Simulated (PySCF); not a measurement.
Core binding energy against partial charge

Compound: C5H14AlN.
Geometry (PBE0-D3(BJ)/def2-SVP, Å), atoms numbered from 1 in this order:
```
atom  x, y, z in Å
C1     2.3763    0.2147    1.7553
C2     1.0591    0.0345    1.6532
C3     0.4080   -0.7524    0.5577
N4    -0.4583    0.0336   -0.3580
C5     0.3160    1.0414   -1.0938
C6    -1.5829    0.6600    0.3483
Al7   -1.2470   -1.3056   -1.7340
H8     2.8155    0.7715    2.5873
H9     3.0674   -0.2021    1.0152
H10    0.4041    0.4571    2.4241
H11   -0.2263   -1.5492    0.9804
H12    1.1701   -1.2445   -0.0655
H13    1.1174    0.5432   -1.6565
H14   -0.3462    1.5499   -1.8075
H15    0.7613    1.7816   -0.4090
H16   -2.2606    1.1115   -0.3895
H17   -1.2403    1.4435    1.0439
H18   -2.1385   -0.1085    0.9033
H19   -2.1142   -0.2953   -2.6369
H20   -2.0542   -2.2747   -0.7337
H21    0.1131   -1.8829   -2.3717
```

Binding energies: delta-SCF UKS SCAN, pcX-2 on the ionised atom, pcseg-1 elsewhere, spin-free X2C in PySCF 2.14.0. Charges: PBE0/pcSseg-1 ground-state density, for the ionised atom.

```csv
atom,environment,C 1s (eV),Mulliken (e),IAO (e),Hirshfeld (e),ESP (e)
C1,terminal =CH2 carbon,290.84,-0.139,-0.290,-0.081,-0.537
C2,alkene CH carbon,291.12,-0.267,-0.152,-0.039,+0.036
C5,N-methyl carbon,291.96,-0.084,-0.306,-0.055,-0.465
C3,sp3 carbon bound to nitrogen,292.05,+0.013,-0.160,-0.010,-0.200
```

Question: How well does each charge scheme correlate with the binding energies over these sites?

Answer: Mulliken: r = 0.75, slope 3.9 eV per e; Hirshfeld: r = 0.66, slope 13.4 eV per e; IAO: r = 0.09, slope 0.7 eV per e; ESP: r = 0.01, slope 0.0 eV per e. Mulliken charges have the highest r, on only 4 points.

Question: The point-charge model writes a binding energy as kq + V + constant, with V the potential of the other atoms' charges at the site. What does it give with the IAO charges?

Answer: V = Σ 14.40 eV Å × q/r over all other atoms: +3.55 eV at C1, +0.68 eV at C2, +4.18 eV at C5, +1.62 eV at C3. Fitting binding energy − V to q gives k = 20.0 eV per e and leaves an rms residual of 0.29 eV, against 0.52 eV for the fit on q alone. The model has no term for differences in relaxation between sites.

Isolated species at its PBE0-D3(BJ)/def2-SVP geometry (one conformer only).
